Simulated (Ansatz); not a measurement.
Reaction (redistribution): `CCB(F)Br` + `N=C(N)[SiH3]` → `NB(F)Br` + `CCC(=N)[SiH3]`

Gas-phase electronic energies from Ansatz, PBE0-D4/def2-TZVP geometries. CCSD(T)/CBS is the MP2 limit (def2-TZVPP, def2-QZVPP) plus CCSD(T) − MP2 in def2-TZVPP, frozen cores. Functionals use def2-TZVPP. For Br outer-core shells are correlated without core-valence functions, which leaves a few kJ/mol of doubt a bond. Scalar relativity is left out up to krypton. Each species was taken in one conformer, which may not be the lowest.

CCSD(T)/CBS gives -100.9 kJ/mol.

Question: Another level gave -93.7 kJ/mol. Which?
A. r2SCANh/def2-TZVPP
B. CAM-B3LYP/def2-TZVPP
C. SCS-MP2/def2-TZVPP
D. PBE/def2-TZVPP

Answer: B. CAM-B3LYP -93.7, SCS-MP2/def2-TZVPP -102.8, r2SCANh -89.2, PBE -82.6 kJ/mol.

Largest T1 diagnostic among the species: 0.014.

The D4 term adds −4.1 kJ/mol with B3LYP and −2.3 kJ/mol with PBE0; it sums over pairs of atoms, weighted by their polarisabilities, and B3LYP, whose exchange is more repulsive, gets the larger term. From PBE to PBE0 (25 % exact exchange), in def2-TZVPP and without D4, ΔE moves by −5.9 kJ/mol. Leaving LDA and LC-ωPBE aside and taking each functional with its dispersion term where it has one, the values, not all of them listed here, spread over 14.6 kJ/mol, from BHLYP-D4 to PBE-D4.

B3LYP here is the variant with VWN-RPA as its local correlation; programs differ in this.
